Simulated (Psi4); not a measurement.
C3H11FGeOSi, singlet, geometry from GFN2-xTB, atoms displaced at random by about 0.08 Å a coordinate; TPSS/STO-3G, gradient (Psi4).

Here is a job for Psi4.
```
memory 2 GB

molecule {
0 1
Si    2.35448719   -0.48638549   -0.33864671
F     2.53906155    1.12051717    0.12753879
O     0.70569014   -0.81511989   -0.38559439
Ge   -0.82276956    0.15933144    0.15093748
C    -2.18201998   -1.56274306   -0.43780304
C    -1.03852849    1.41932582   -1.22699725
C    -0.76324965    0.55231754    1.86884028
H     2.82028309   -1.17274318    0.72459237
H     2.91196574   -0.65295266   -1.49448233
H    -3.26554782   -1.25173179   -0.26037934
H    -2.03852714   -2.34822245    0.30724208
H    -2.07138753   -1.78667388   -1.28537036
H    -1.96065421    2.10822136   -1.03577927
H    -1.09454473    1.20561152   -2.32387586
H    -0.16126202    2.23292041   -0.98557791
H    -0.68752417   -0.28822248    2.72012236
H    -0.10587122    1.01938389    2.25947867
H    -1.79385783    0.95283852    2.28103704
symmetry c1
no_reorient
no_com
}

set {
  basis sto-3g
}

gradient('tpss')
print_variables()
```

What the program printed (banner, timings and long lists left out):

```
gradient() will perform analytic gradient computation.

   => Loading Basis Set <=

    Name: STO-3G
    Role: ORBITAL
    Keyword: BASIS

         ---------------------------------------------------------
                                   SCF
               by Justin Turney, Rob Parrish, Andy Simmonett
                          and Daniel G. A. Smith
                              RKS Reference
         ---------------------------------------------------------

  ==> Geometry <==

    Molecular point group: c1
    Full point group: C1

    Geometry (in Angstrom), charge = 0, multiplicity = 1:

       Center              X                  Y                   Z               Mass
    ------------   -----------------  -----------------  -----------------  -----------------
         SI           2.354487190000    -0.486385490000    -0.338646710000    27.976926534650
         F            2.539061550000     1.120517170000     0.127538790000    18.998403162730
         O            0.705690140000    -0.815119890000    -0.385594390000    15.994914619570
         GE          -0.822769560000     0.159331440000     0.150937480000    73.921177761000
         C           -2.182019980000    -1.562743060000    -0.437803040000    12.000000000000
         C           -1.038528490000     1.419325820000    -1.226997250000    12.000000000000
         C           -0.763249650000     0.552317540000     1.868840280000    12.000000000000
         H            2.820283090000    -1.172743180000     0.724592370000     1.007825032230
         H            2.911965740000    -0.652952660000    -1.494482330000     1.007825032230
         H           -3.265547820000    -1.251731790000    -0.260379340000     1.007825032230
         H           -2.038527140000    -2.348222450000     0.307242080000     1.007825032230
         H           -2.071387530000    -1.786673880000    -1.285370360000     1.007825032230
         H           -1.960654210000     2.108221360000    -1.035779270000     1.007825032230
         H           -1.094544730000     1.205611520000    -2.323875860000     1.007825032230
         H           -0.161262020000     2.232920410000    -0.985577910000     1.007825032230
         H           -0.687524170000    -0.288222480000     2.720122360000     1.007825032230
         H           -0.105871220000     1.019383890000     2.259478670000     1.007825032230
         H           -1.793857830000     0.952838520000     2.281037040000     1.007825032230

[...]
  @DF-RKS Final Energy: -2631.25308480808826
    Total Energy =                      -2631.2530848080882606
[...]
    MP2 Hybrid          =          FALSE

   => Exchange Functionals <=

    1.0000   XC_MGGA_X_TPSS

   => Correlation Functionals <=

    1.0000   XC_MGGA_C_TPSS

   => LibXC Density Thresholds  <==

    XC_MGGA_C_TPSS:  1.00E-15
    XC_MGGA_X_TPSS:  1.00E-15

   => Molecular Quadrature <=

    Radial Scheme          =       TREUTLER
    Pruning Scheme         =           NONE
    Nuclear Scheme         =       TREUTLER

    Blocking Scheme        =         OCTREE
    BS radius alpha        =              1
    Pruning alpha          =              1
    Radial Points          =             75
    Spherical Points       =            302
    Total Points           =         379818
    Total Blocks           =           2825
    Max Points             =            256
    Max Functions          =             57
    Weights Tolerance      =       1.00E-15

  -Total Gradient:
     Atom            X                  Y                   Z
    ------   -----------------  -----------------  -----------------
       1        0.085697070289    -0.086303625492    -0.072767649111
       2       -0.001324848271     0.008244353589     0.006779223440
       3        0.046627311264    -0.010321604336    -0.001766024899
       4       -0.021981790968     0.093218145471     0.059771994686
       5        0.048954277409    -0.146585508889    -0.338360552514
       6       -0.007212693515    -0.087818771782    -0.038954145389
       7        0.249898512430     0.175589518005     0.021098269459
       8       -0.033620564422     0.041642033572    -0.041295610271
       9       -0.047842263723     0.023072616769     0.092727237243
      10       -0.025358309177     0.000940554694     0.009258233448
      11       -0.010441982154     0.010773435354     0.005492832867
      12       -0.047797771312     0.083446030729     0.297315071122
      13       -0.023828220464     0.026825544202     0.005256198371
      14       -0.010766264425     0.009728631614    -0.015376555531
      15        0.038583271812     0.040474466232     0.028106376367
      16        0.006748509775    -0.005907095047     0.055392241726
      17       -0.204877203911    -0.175949525451    -0.095540430549
      18       -0.041481451730    -0.000255750556     0.022858478385

  Variable Map:
  ----------------------------------------------------------------------------
[...]
  Array Variable Map:
  ----------------------------------------------------------------------------
[...]
[...]
```
